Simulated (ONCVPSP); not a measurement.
## Ru (Z = 44): ONCV pseudisation with PBE, fully relativistic reference atom.

Input for ONCVPSP 4.0.1:

```
# ATOM AND REFERENCE CONFIGURATION
# atsym  z   nc   nv     iexc    psfile
  Ru 44.00    6    3        4      upf
#
#   n    l    f
    1    0    2.00
    2    0    2.00
    2    1    6.00
    3    0    2.00
    3    1    6.00
    3    2   10.00
    4    0    2.00
    4    1    6.00
    4    2    7.00
#
# PSEUDOPOTENTIAL AND OPTIMIZATION
# lmax
    2
#
#   l,   rc,      ep,       ncon, nbas, qcut
    0    1.00    0.00    4    7    5.00
    1    1.15    0.00    4    8    8.00
    2    1.95    0.00    5   10    6.60
#
# LOCAL POTENTIAL
# lloc, lpopt,  rc(5),   dvloc0
    4    5    1.00    1.00
#
# VANDERBILT-KLEINMAN-BYLANDER PROJECTORs
# l, nproj, debl
    0    2    0.50
    1    2    3.00
    2    2    3.60
#
# MODEL CORE CHARGE
# icmod, fcfact, rcfact
    3    2.75    1.30
#
# LOG DERIVATIVE ANALYSIS
# epsh1, epsh2, depsh
   -5.00    5.00    0.04
#
# OUTPUT GRID
# rlmax, drl
    6.00    0.01
#
# TEST CONFIGURATIONS
# ncnf
    4
# nvcnf
#   n    l    f
    4
    4    0    2.00
    4    1    6.00
    4    2    7.00
    5    0    1.00
#
    3
    4    0    2.00
    4    1    6.00
    4    2    6.00
#
    3
    4    0    2.00
    4    1    6.00
    4    2    5.00
#
    4
    4    0    1.00
    4    1    6.00
    4    2    7.00
    5    0    1.00
#
```

Command:

```bash
oncvpspr.x < Ru.dat > Ru.out
```

Output (shortened: citation, most of the input echo, consistency checks and plot data are left out):

```
ONCVPSP  (Optimized Norm-Conservinng Vanderbilt PSeudopotential)
relativistic version 4.0.1

#   n    l    f        energy (Ha)
    1    0    2.00    -8.0604267D+02
    2    0    2.00    -1.1609416D+02
    2    1    6.00    -1.0247863D+02    -1.0729012D+02
    3    0    2.00    -2.0666918D+01
    3    1    6.00    -1.6435477D+01    -1.7251791D+01
    3    2   10.00    -1.0233296D+01    -1.0392320D+01
    4    0    2.00    -3.0770512D+00
    4    1    6.00    -1.9393701D+00    -2.0631953D+00
    4    2    7.00    -4.5610790D-01    -4.6830891D-01

Reference configufation results
  iterations    23
  all-electron total energy (Ha)   -4.53127193D+03

Begin loop to  construct optimized pseudo wave functions
and semi-local pseudopoentials for all angular momenta

WARNING wellstate: negative energy specified for n= 5 l=  0
WARNING scattering state with energy  0.25000000
WARNING will be used for the first projector

   Wellstate for l =  0  n =  6 kap= -1
     eigenvalue =   0.2500
     asymptotic potential =   0.7500
     half-point radius =  5.5782

Calculating optimized projector #   1

 for l=   0

    Fraction of norm inside rc  0.513030
    Optimizing pswf for qcut=   5.00 a_B^-1,  ecut=  12.51 Ha
    Residual kinetic energy error=  1.76D-01 Ha

    Energy error per electron        Cutoff
         Ha          eV             Ha
         0.01000     0.27211       88.34
         0.00100     0.02721      115.65
         0.00010     0.00272      133.38
         0.00001     0.00027      185.87

Calculating optimized projector #   2

 for l=   0

    Fraction of norm inside rc  0.024506
    Optimizing pswf for qcut=   5.00 a_B^-1,  ecut=  12.51 Ha
    Residual kinetic energy error=  2.20D-02 Ha

    Energy error per electron        Cutoff
         Ha          eV             Ha
         0.01000     0.27211       16.36
         0.00100     0.02721       66.33
         0.00010     0.00272      155.91
         0.00001     0.00027      184.26

   Wellstate for l =  1  n =  6 kap= -2
     eigenvalue =   1.0606
     asymptotic potential =   1.5606
     half-point radius =  3.7856

Calculating optimized projector #   1

 for l=   1

    Fraction of norm inside rc  0.557517
    Optimizing pswf for qcut=   7.99 a_B^-1,  ecut=  31.94 Ha
    Residual kinetic energy error=  1.37D-03 Ha

    Energy error per electron        Cutoff
         Ha          eV             Ha
         0.01000     0.27211       23.46
         0.00100     0.02721       34.60
         0.00010     0.00272      136.65
         0.00001     0.00027      161.52

Calculating optimized projector #   2

 for l=   1

    Fraction of norm inside rc  0.042353
    Optimizing pswf for qcut=   7.99 a_B^-1,  ecut=  31.94 Ha
    Residual kinetic energy error=  3.46D-04 Ha

    Energy error per electron        Cutoff
         Ha          eV             Ha
         0.01000     0.27211       10.11
         0.00100     0.02721       27.78
         0.00010     0.00272       49.18
         0.00001     0.00027      140.63

   Wellstate for l =  1  n =  6 kap=  1
     eigenvalue =   0.9368

Calculating optimized projector #   1

 for l=   1

    Fraction of norm inside rc  0.589047
    Optimizing pswf for qcut=   7.99 a_B^-1,  ecut=  31.94 Ha
    Residual kinetic energy error=  1.52D-03 Ha

    Energy error per electron        Cutoff
         Ha          eV             Ha
         0.01000     0.27211       23.35
         0.00100     0.02721       35.64
         0.00010     0.00272      139.41
         0.00001     0.00027      164.35

Calculating optimized projector #   2

 for l=   1

    Fraction of norm inside rc  0.041675
    Optimizing pswf for qcut=   7.99 a_B^-1,  ecut=  31.94 Ha
    Residual kinetic energy error=  3.90D-04 Ha

    Energy error per electron        Cutoff
         Ha          eV             Ha
         0.01000     0.27211       10.61
         0.00100     0.02721       28.16
         0.00010     0.00272       50.21
         0.00001     0.00027      128.91

   Wellstate for l =  2  n =  7 kap= -3
     eigenvalue =   3.1439
     asymptotic potential =   3.6439
     half-point radius =  3.9378

Calculating optimized projector #   1

 for l=   2

    Fraction of norm inside rc  0.719357
    Optimizing pswf for qcut=   6.61 a_B^-1,  ecut=  21.84 Ha
    Residual kinetic energy error=  1.41D-04 Ha

    Energy error per electron        Cutoff
         Ha          eV             Ha
         0.01000     0.27211       15.37
         0.00100     0.02721       18.91
         0.00010     0.00272       24.03
         0.00001     0.00027       88.39

Calculating optimized projector #   2

 for l=   2

    Fraction of norm inside rc  0.117971
    Optimizing pswf for qcut=   6.61 a_B^-1,  ecut=  21.84 Ha
    Residual kinetic energy error=  8.88D-04 Ha

    Energy error per electron        Cutoff
         Ha          eV             Ha
         0.01000     0.27211       17.26
         0.00100     0.02721       21.76
         0.00010     0.00272       52.71
         0.00001     0.00027      115.49

   Wellstate for l =  2  n =  7 kap=  2
     eigenvalue =   3.1317

Calculating optimized projector #   1

 for l=   2

    Fraction of norm inside rc  0.729499
    Optimizing pswf for qcut=   6.61 a_B^-1,  ecut=  21.84 Ha
    Residual kinetic energy error=  1.55D-04 Ha

    Energy error per electron        Cutoff
         Ha          eV             Ha
         0.01000     0.27211       15.49
         0.00100     0.02721       19.02
         0.00010     0.00272       24.41
         0.00001     0.00027       89.54

Calculating optimized projector #   2

 for l=   2

    Fraction of norm inside rc  0.119157
    Optimizing pswf for qcut=   6.61 a_B^-1,  ecut=  21.84 Ha
    Residual kinetic energy error=  9.60D-04 Ha

    Energy error per electron        Cutoff
         Ha          eV             Ha
         0.01000     0.27211       17.39
         0.00100     0.02721       21.95
         0.00010     0.00272       54.48
         0.00001     0.00027      116.15

Construct Vanderbilt / Kleinmman-Bylander projectors

B matrix Hermiticity error, ll=  0  kap= -1
   1   2   -3.3596D-04

  Orthonormal projector coefficients  3.0733E+01  1.0556E+01

B matrix Hermiticity error, ll=  1  kap= -2
   1   2   -3.3145D-04

  Orthonormal projector coefficients  1.1451E+01  1.8528E+00

B matrix Hermiticity error, ll=  1  kap=  1
   1   2   -3.5406D-04

  Orthonormal projector coefficients  1.1424E+01  2.0057E+00

B matrix Hermiticity error, ll=  2  kap= -3
   1   2    2.2741D-04

  Orthonormal projector coefficients  4.4452E+00 -3.1043E+00

B matrix Hermiticity error, ll=  2  kap=  2
   1   2    2.3114D-04

  Orthonormal projector coefficients  4.5683E+00 -2.9082E+00

 Orthonormal scalar projector coefficients, l =  1
  1.1428E+01  1.9004E+00  1.6611E-02  4.2784E-04

 Orthonormal spin-orbit projector coefficients, l =  1
 -6.5722E-01  4.5948E-01  1.2934E-01 -1.5806E-02

 Orthonormal scalar projector coefficients, l =  2
  4.4925E+00 -3.0238E+00 -1.7727E-04  5.2175E-05

 Orthonormal spin-orbit projector coefficients, l =  2
 -1.6608E-01  2.9190E-02  1.0311E-02 -1.1171E-03

Model core correction analysis
  based on d2Exc/dn_idn_j

d2excae - all-electron derivatives

   -2.628286D-02   -2.311107D-02   -1.311069D-02
   -2.311117D-02   -2.139084D-02   -1.380939D-02
   -1.311080D-02   -1.380943D-02   -1.412631D-02

d2excps - pseudofunction derivatives with no core correction

   -3.944059D-02   -3.375740D-02   -1.835418D-02
   -3.375797D-02   -3.088060D-02   -1.939159D-02
   -1.835461D-02   -1.939169D-02   -1.988877D-02

rms 2nd derivative error    8.435379E-03

rmatch, rhocmatch    0.6976   14.8668

Teter function model core charge with specified parameters

d2excps - pseudofunction derivatives with core correction

   -3.428316D-02   -3.052751D-02   -1.747844D-02
   -3.052782D-02   -2.851290D-02   -1.873049D-02
   -1.747871D-02   -1.873055D-02   -1.970217D-02

rms 2nd derivative error    6.168194E-03

Pseudoatom total energy  -94.176075

Diagnostic tests using Vanderbilt-Kleinman-Bylander pseudopotentials
  relativistic with J = L +/- 1/2 projectors

   l  kap   rcore       rmatch      e in        delta e    norm test   slope test

   0  -1   1.0047838   1.0352912  -3.0770512  -0.0000624   1.0001773   1.0002484
   0  -1   1.0047838   1.0352912   0.2500000   0.0000013   1.0005702   1.0005702

   1  -2   1.1529917   1.1879990  -1.9393701  -0.0000451   1.0001471   1.0002162
   1   1   1.1529917   1.1879990  -2.0631953   0.0000026   1.0001591   1.0001637
   1  -2   1.1529917   1.1879990   1.0606299   0.0000052   1.0004686   1.0004686
   1   1   1.1529917   1.1879990   1.0460709   0.0000062   1.0004821   1.0004821

   2  -3   1.9518592   2.0111218  -0.4561079  -0.0000042   1.0000482   1.0000639
   2   2   1.9518592   2.0111218  -0.4683089   0.0000005   1.0000542   1.0000442
   2  -3   1.9518592   2.0111218   3.1438921   0.0000591   1.0001327   1.0001327
   2   2   1.9518592   2.0111218   3.1397805   0.0000606   1.0001329   1.0001329

Diagnostic tests using Vanderbilt-Kleinman-Bylander pseudopotentials
  relativistic with scalar and spin-orbit non-local projectors

   l  kap   rcore       rmatch      e in        delta e    norm test   slope test

   0  -1   1.0047838   1.0352912  -3.0770512  -0.0000624   1.0001773   1.0002484
   0  -1   1.0047838   1.0352912   0.2500000   0.0000013   1.0005702   1.0005702

   1  -2   1.1529917   1.1879990  -1.9393701  -0.0000772   1.0001464   1.0001783
   1   1   1.1529917   1.1879990  -2.0631953  -0.0000307   1.0001588   1.0001315
   1  -2   1.1529917   1.1879990   1.0606299  -0.0000404   1.0004656   1.0004656
   1   1   1.1529917   1.1879990   1.0460709  -0.0000361   1.0004787   1.0004787

   2  -3   1.9518592   2.0111218  -0.4561079   0.0000793   1.0000153   1.0002326
   2   2   1.9518592   2.0111218  -0.4683089   0.0000856   1.0000196   1.0002048
   2  -3   1.9518592   2.0111218   3.1438921   0.0000520   1.0001416   1.0001416
   2   2   1.9518592   2.0111218   3.1397805   0.0000525   1.0001413   1.0001413

Ghost test for J = L + 1/2

 Testing for bound ghosts
   n   l    E NL Schr. Eq   E Basis Diag.   E Cutoff

   1   0       -3.077114       -3.075640    185.48

   2   1       -1.939415       -1.937867    227.22

   3   2       -0.456112       -0.455197    145.53

 Testing for highly-localized positive-energy ghosts
       l    <radius>/rc     E Basis Diag.   E Cutoff

       0        0.820478        9.635228    185.48  WARNING - GHOST(+)

Ghost test for J = L - 1/2

 Testing for bound ghosts
   n   l    E NL Schr. Eq   E Basis Diag.   E Cutoff

   1   0       -3.077114       -3.075640    185.48

   2   1       -2.063193       -2.062063    227.22

   3   2       -0.468308       -0.467494    145.53

 Testing for highly-localized positive-energy ghosts
       l    <radius>/rc     E Basis Diag.   E Cutoff

       0        0.820478        9.635228    185.48  WARNING - GHOST(+)

Test configuration 0

   n   l kap    f        eae           eps        diff
   1   0  -1  2.0000 -806.04267236
   2   0  -1  2.0000 -116.09416043
   2   1  -2  4.0000 -102.47862624
   2   1   1  2.0000 -107.29011907
   3   0  -1  2.0000  -20.66691822
   3   1  -2  4.0000  -16.43547657
   3   1   1  2.0000  -17.25179097
   3   2  -3  6.0000  -10.23329585
   3   2   2  4.0000  -10.39231992
   4   0  -1  2.0000   -3.07705125   -3.07711367   -6.24E-05
   4   1  -2  4.0000   -1.93937014   -1.93941521   -4.51E-05
   4   1   1  2.0000   -2.06319527   -2.06319268    2.59E-06
   4   2  -3  4.2000   -0.45610790   -0.45611209   -4.19E-06
   4   2   2  2.8000   -0.46830891   -0.46830842    4.92E-07

    Total energies and differences
      AE_ref= -4.53127193E+03  AE_tst= -4.53127193E+03  dif=  0.00E+00
      PS_ref= -9.41760754E+01  PS_tst= -9.41760754E+01  dif= -2.84E-14
      PSP excitation error=  2.84E-14

Test configuration 1

   n   l kap    f        eae           eps        diff
   1   0  -1  2.0000 -805.77100221
   2   0  -1  2.0000 -115.82671222
   2   1  -2  4.0000 -102.21095600
   2   1   1  2.0000 -107.02236043
   3   0  -1  2.0000  -20.39830201
   3   1  -2  4.0000  -16.16686776
   3   1   1  2.0000  -16.98320348
   3   2  -3  6.0000   -9.96501807
   3   2   2  4.0000  -10.12405468
   4   0  -1  2.0000   -2.80509767   -2.80478559    3.12E-04
   4   1  -2  4.0000   -1.66603084   -1.66592393    1.07E-04
   4   1   1  2.0000   -1.79019730   -1.78997719    2.20E-04
   4   2  -3  4.2000   -0.18655662   -0.18653657    2.00E-05
   4   2   2  2.8000   -0.19837820   -0.19833994    3.83E-05
   5   0  -1  1.0000   -0.15582064   -0.15584190   -2.13E-05

    Total energies and differences
      AE_ref= -4.53127193E+03  AE_tst= -4.53153997E+03  dif= -2.68E-01
      PS_ref= -9.41760754E+01  PS_tst= -9.44441250E+01  dif= -2.68E-01
      PSP excitation error=  8.64E-06

Test configuration 2

   n   l kap    f        eae           eps        diff
   1   0  -1  2.0000 -806.51935108
   2   0  -1  2.0000 -116.57519179
   2   1  -2  4.0000 -102.95937539
   2   1   1  2.0000 -107.77077298
   3   0  -1  2.0000  -21.14572731
   3   1  -2  4.0000  -16.91426026
   3   1   1  2.0000  -17.73064999
   3   2  -3  6.0000  -10.71255455
   3   2   2  4.0000  -10.87160857
   4   0  -1  2.0000   -3.54484314   -3.54433292    5.10E-04
   4   1  -2  4.0000   -2.40024704   -2.39998386    2.63E-04
   4   1   1  2.0000   -2.52584848   -2.52546294    3.86E-04
   4   2  -3  3.6000   -0.88142077   -0.88120034    2.20E-04
   4   2   2  2.4000   -0.89512160   -0.89486983    2.52E-04

    Total energies and differences
      AE_ref= -4.53127193E+03  AE_tst= -4.53060361E+03  dif=  6.68E-01
      PS_ref= -9.41760754E+01  PS_tst= -9.35078282E+01  dif=  6.68E-01
      PSP excitation error=  7.64E-05

Test configuration 3

   n   l kap    f        eae           eps        diff
   1   0  -1  2.0000 -807.07745212
   2   0  -1  2.0000 -117.13977406
   2   1  -2  4.0000 -103.52362683
   2   1   1  2.0000 -108.33490369
   3   0  -1  2.0000  -21.70438222
   3   1  -2  4.0000  -17.47283087
   3   1   1  2.0000  -18.28943654
   3   2  -3  6.0000  -11.27208079
   3   2   2  4.0000  -11.43121554
   4   0  -1  2.0000   -4.08009758   -4.07825034    1.85E-03
   4   1  -2  4.0000   -2.92511179   -2.92394438    1.17E-03
   4   1   1  2.0000   -3.05338936   -3.05198067    1.41E-03
   4   2  -3  3.0000   -1.36629782   -1.36513223    1.17E-03
   4   2   2  2.0000   -1.38155569   -1.38030284    1.25E-03

    Total energies and differences
      AE_ref= -4.53127193E+03  AE_tst= -4.52947836E+03  dif=  1.79E+00
      PS_ref= -9.41760754E+01  PS_tst= -9.23832136E+01  dif=  1.79E+00
      PSP excitation error=  7.09E-04

Test configuration 4

   n   l kap    f        eae           eps        diff
   1   0  -1  2.0000 -806.36720699
   2   0  -1  2.0000 -116.38782195
   2   1  -2  4.0000 -102.77400199
   2   1   1  2.0000 -107.58620053
   3   0  -1  2.0000  -20.95382955
   3   1  -2  4.0000  -16.72196967
   3   1   1  2.0000  -17.53882284
   3   2  -3  6.0000  -10.51886939
   3   2   2  4.0000  -10.67804610
   4   0  -1  1.0000   -3.28921818   -3.29363838   -4.42E-03
   4   1  -2  4.0000   -2.13494494   -2.13812501   -3.18E-03
   4   1   1  2.0000   -2.26311665   -2.26666524   -3.55E-03
   4   2  -3  4.2000   -0.60057640   -0.59991703    6.59E-04
   4   2   2  2.8000   -0.61466411   -0.61393619    7.28E-04
   5   0  -1  1.0000   -0.43829356   -0.43870225   -4.09E-04

    Total energies and differences
      AE_ref= -4.53127193E+03  AE_tst= -4.52850174E+03  dif=  2.77E+00
      PS_ref= -9.41760754E+01  PS_tst= -9.14038325E+01  dif=  2.77E+00
      PSP excitation error= -2.05E-03
```

The run took about 7.5 s on one core of a shared server CPU.
